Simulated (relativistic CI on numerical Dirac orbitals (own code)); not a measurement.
# Sensitivity of the levels of Ir XIX to α and to the nuclear radius

Computed by Dirac-Coulomb-Breit CI, orbitals from a KLI potential per configuration, derivatives by finite differences, unscaled Slater integrals, QED left out (own radial code, finite nucleus).

CI space (outside the closed core [Kr]): 4d¹⁰4f¹²5s, 4d¹⁰4f¹³, 4d¹⁰4f¹¹5s², 4d¹⁰4f¹²5p, 4d¹⁰4f¹¹5s5p, 4d¹⁰4f¹²5f, 4d⁹4f¹³5s, 4d¹⁰4f¹¹5s6s. Levels of other configurations are missing.

With x = (α/α₀)² − 1 an excitation energy changes as ω = ω₀ + qx; K = 2q/ω₀ is the relative enhancement. Terms are leading LS components, so labels can repeat. The field-shift factor is F = δν/δ⟨r²⟩ for the transition from the lowest level.

Lowest level 4d¹⁰4f¹³ ²F°7/2.

```csv
Level,ω₀ (cm⁻¹),q (cm⁻¹),F (GHz/fm²)
4d¹⁰4f¹³ ²F°5/2,25148.0,23010,1.42
4d¹⁰4f¹²5s ⁴H13/2,54220.4,-384600,608
4d¹⁰4f¹²5s ⁴H11/2,62927.1,-380300,605
4d¹⁰4f¹²5s ⁴F9/2,66651.9,-385300,607
4d¹⁰4f¹²5s ²G7/2,71939.2,-382300,605
4d¹⁰4f¹²5s ⁴H9/2,81105.5,-361100,608
4d¹⁰4f¹²5s ²H11/2,84367.5,-362500,604
4d¹⁰4f¹²5s ⁴F7/2,88988.0,-360200,609
4d¹⁰4f¹²5s ⁴F5/2,90323.1,-369100,609
4d¹⁰4f¹²5s ⁴F3/2,90553.6,-372700,608
4d¹⁰4f¹²5s ²G9/2,94086.1,-360500,605
4d¹⁰4f¹²5s ²F7/2,97974.9,-358700,605
4d¹⁰4f¹²5s ²F5/2,101558.9,-369600,604
```

At this charge transitions that keep the count of f electrons are usually good to a few per cent. Terms inside the open d or f shell come out 10 to 20 % too wide with unscaled integrals. Levels that differ in their count of f electrons can be misplaced by several ten thousand cm⁻¹, since the correlation energy of f electrons is missing or only estimated; rates across such gaps can be off by orders of magnitude.

Question: Which transition from the lowest level has the largest |K|?

Answer: 4d¹⁰4f¹²5s ⁴H13/2 at 54220.4 cm⁻¹, K = -14.2.
